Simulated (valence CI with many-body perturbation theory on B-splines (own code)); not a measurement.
Level structure of Mo29+

Computed by relativistic CI+MBPT: three valence electrons over a frozen Dirac-Fock core [Ne], a basis of 11 s, 11 p, 9 d, 7 f, 5 g, 2 h, 1 i functions for each j, with the one-electron correlation potential Σ1 (screened to all orders), the two-electron term Σ2, the three-electron term Σ3, Breit, model QED; selected single and double excitations, second order for the rest (own B-spline code, finite nucleus).

The last digits are not significant, and no measured levels were compared; by estimate large intervals hold to a few tenths of a per cent, small ones and those within an open d or f shell to about a per cent.

Levels 46 to 69 of 69, with energies above the lowest level, (3s^2 3p1/2) J=1/2. "Leading %" is the weight of the configuration and term that name the level; weights of strongly mixed levels are sums over their largest components and can fall short. In the jj column 3d3/2^4 stands for four electrons in 3d with j = 3/2. Lifetimes count E1, E2, E3, M1 and M2 decay at the calculated energies, and are blank where another channel may lead or the interval is too uncertain; long ones can be off by a factor of two.

```csv
No.,Configuration,Term,J,E (cm⁻¹),Leading %,Second component,Leading jj,Lifetime
46,3p2 3d,4D,1/2,2377700,82,16 % 3p2 3d 2P,3p1/2 3p3/2 3d3/2 (98 %),12.3 ps
47,3p2 3d,4F,7/2,2398800,53,33 % 3p2 3d 4D,3p1/2 3p3/2 3d5/2 (94 %),16.3 ps
48,3p2 3d,4F,9/2,2431700,52,44 % 3p2 3d 2G,3p1/2 3p3/2 3d5/2 (92 %),22.2 ps
49,3p2 3d,4D,3/2,2438100,43,33 % 3p2 3d 2P,3p1/2 3p3/2 3d5/2 (77 %),10.6 ps
50,3p2 3d,4D,5/2,2441300,31,23 % 3p2 3d 4P,3p1/2 3p3/2 3d5/2 (68 %),10.3 ps
51,3p2 3d,2D,5/2,2479100,44,33 % 3p2 3d 4P,3p1/2 3p3/2 3d5/2 (62 %),6.97 ps
52,3p2 3d,4P,3/2,2482700,41,23 % 3p2 3d 2P,3p1/2 3p3/2 3d3/2 (74 %),6.12 ps
53,3p2 3d,4P,1/2,2494000,43,26 % 3p2 3d 2P,3p1/2 3p3/2 3d3/2 (78 %),6.43 ps
54,3p2 3d,2G,7/2,2496000,60,12 % 3p2 3d 4F,3p1/2 3p3/2 3d5/2 (49 %),18.8 ps
55,3p2 3d,2P,1/2,2569600,73,14 % 3p2 3d 2S,3p1/2 3p3/2 3d5/2 (71 %),7.64 ps
56,3p2 3d,2D,3/2,2576100,67,11 % 3p2 3d 2P,3p1/2 3p3/2 3d5/2 (69 %),10.0 ps
57,3p2 3d,2F,5/2,2581000,43,37 % 3p2 3d 2D,3p1/2 3p3/2 3d3/2 (39 %),6.29 ps
58,3p2 3d,4D,7/2,2584400,57,17 % 3p2 3d 2F,3p3/2^2 3d5/2 (76 %),12.3 ps
59,3p2 3d,2P,1/2,2601100,29,29 % 3p2 3d 4P,3p3/2^2 3d3/2 (49 %),7.74 ps
60,3p2 3d,4F,9/2,2611700,46,40 % 3p2 3d 2G,3p3/2^2 3d5/2 (84 %),15.8 ps
61,3p2 3d,4P,3/2,2618600,36,11 % 3p2 3d 2D,3p3/2^2 3d3/2 (71 %),5.60 ps
62,3p2 3d,4P,5/2,2622500,26,12 % 3p2 3d 2D,3p3/2^2 3d3/2 (46 %),5.62 ps
63,3s 3d2,4F,3/2,2643400,88,6 % 3p2 3d 2D,3s 3d3/2^2 (57 %),5.99 ps
64,3s 3d2,4F,5/2,2657500,91,,3s 3d3/2 3d5/2 (65 %),6.51 ps
65,3s 3d2,4F,7/2,2675200,99,,3s 3d3/2 3d5/2 (82 %),7.31 ps
66,3s 3d2,4F,9/2,2699300,98,,3s 3d5/2^2 (73 %),8.25 ps
67,3p2 3d,2F,7/2,2706000,70,11 % 3s 3d2 2G,3p3/2^2 3d3/2 (49 %),5.95 ps
68,3s 3d2,4P,1/2,2709800,31,29 % 3p2 3d 2S,3s 3d3/2^2 (36 %),5.79 ps
69,3p2 3d,2P,3/2,2715100,39,21 % 3s 3d2 2P,3p3/2^2 3d5/2 (51 %),7.46 ps
```
